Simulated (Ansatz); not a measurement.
CH5FOSSi can be A, `OC(F)S[SiH3]`, or B, `OC[SiH](F)S`.

Computed with Ansatz on PBE0-D4/def2-TZVP structures; ΔE is electronic, products minus reactants. CBS: MP2 limit from def2 TZ/QZ plus the TZ coupled-cluster correction, frozen cores. DFT in def2-TZVPP. Each species was taken in one conformer, which may not be the lowest.

Task: Which is lower in electronic energy at CCSD(T)/CBS, and by how much? (Best estimate.)

Result: Computed: B, by 217.8 kJ/mol.

Task: Give E(B) − E(A) in kJ/mol with HF/def2-TZVPP, MP2/def2-TZVPP, r2SCAN-D4, ωB97M-V, PBE-D4, CCSD/def2-TZVPP, B2PLYP. (An estimate is asked.)

Result: Computed: HF/def2-TZVPP -213.3, MP2/def2-TZVPP -220.8, r2SCAN-D4 -206.6, ωB97M-V -211.2, PBE-D4 -196.5, CCSD/def2-TZVPP -216.4, B2PLYP -214.0. None reverses the order clearly.

Largest T1 diagnostic: 0.012.

From PBE to PBE0 (25 % exact exchange), in def2-TZVPP and without D4, E(B) − E(A) moves by −6.8 kJ/mol.
